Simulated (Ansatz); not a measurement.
# Worked example: the barrier

An elementary step of SiH$_{4}$SO$_{3}$, singlet (SiH₄SO₃ ([OH][Si]([OH])([OH])[SH]) → SiH₂O₃ ([O][Si]([OH])[OH]) + H₂S (still joined by a long Si–S bond); bonds formed: S2–H4; bonds broken: O3–H4; bonds weakened to dative contacts: Si1–S2). “Start” is the structure reached by relaxing down from the saddle towards the reactants; PBE0-D4/def2-TZVP structures. The saddle:

```json
{"atom": "Si1", "x (Å)": "-0.4087", "y (Å)": "-0.3631", "z (Å)": "-0.0624"}
{"atom": "S2", "x (Å)": "1.4854", "y (Å)": "0.9362", "z (Å)": "0.7941"}
{"atom": "O3", "x (Å)": "-0.0502", "y (Å)": "-1.4547", "z (Å)": "0.9621"}
{"atom": "H4", "x (Å)": "1.2017", "y (Å)": "-0.3488", "z (Å)": "1.3339"}
{"atom": "O5", "x (Å)": "-1.7060", "y (Å)": "0.6142", "z (Å)": "0.0674"}
{"atom": "O6", "x (Å)": "-0.0785", "y (Å)": "-0.4748", "z (Å)": "-1.6470"}
{"atom": "H7", "x (Å)": "2.3184", "y (Å)": "0.4313", "z (Å)": "-0.1319"}
{"atom": "H8", "x (Å)": "-2.1614", "y (Å)": "0.5769", "z (Å)": "0.9116"}
{"atom": "H9", "x (Å)": "-0.6008", "y (Å)": "0.0830", "z (Å)": "-2.2279"}
```

Program: Ansatz 0.2.0. Basis: def2-TZVPP and def2-QZVPP. Cores are frozen in the correlated methods.

Energies in eV:

| quantity | saddle | start |
| --- | --- | --- |
| Hartree–Fock, triple zeta (X = 3) | -24860.91302 | -24863.61771 |
| Hartree–Fock, quadruple zeta (X = 4) | -24861.78726 | -24864.48897 |
| MP2 correlation, X = 3 | -28.15241 | -27.56869 |
| MP2 correlation, X = 4 | -30.48373 | -29.90690 |
| CCSD(T) correlation, X = 3 | -29.87919 | -29.34916 |

(1) Work out the barrier at the basis limit: extrapolate Hartree–Fock as E(X) = E∞ + A exp(−7.88 √X) and the MP2 correlation as E(X) = E∞ + B X^−2.97 (the exponents that Neese and Valeev fitted for def2-TZVPP and QZVPP), then add CCSD(T) − MP2 in triple zeta.

T1 diagnostic: at most 0.015.

Answers

(1) Each step is linear, so take the differences first (saddle − start): Hartree–Fock 2.70469 (X = 3) and 2.70171 (X = 4); MP2 correlation -0.58372 and -0.57683; CCSD(T) correlation -0.53003.
Two points give E∞ = E(4) + w [E(4) − E(3)], with w = 1/(exp(7.88 (2 − √3)) − 1) = 0.1377 for Hartree–Fock and w = 1/((4/3)^2.97 − 1) = 0.7407 for the correlation.
Hartree–Fock: 2.70171 + 0.1377 × (-0.00298) = 2.7013 eV.
MP2 correlation: -0.57683 + 0.7407 × 0.00689 = -0.5717 eV.
CCSD(T) − MP2: -0.53003 − (-0.58372) = 0.0537 eV.
Sum: 2.7013 + (-0.5717) + 0.0537 = 2.1833 eV, or 50.35 kcal/mol. Plain CCSD(T) in triple zeta gives 2.1747 eV, so the larger basis shifts the result by 0.0086 eV.

Labels in which every atom is bracketed show which atoms are joined, not bond orders.

For scale, one of the runs: CCSD(T)/def2-TZVPP, 233 basis functions, launched by `ansatz run in.yaml --threads 4 --pin off --events-out ev --progress --plain --max-ram 9574MiB`. Time: 2.4 min of wall clock on 4 CPU threads of an Intel Xeon; the host was shared. Peak host memory: 4.1 GiB.
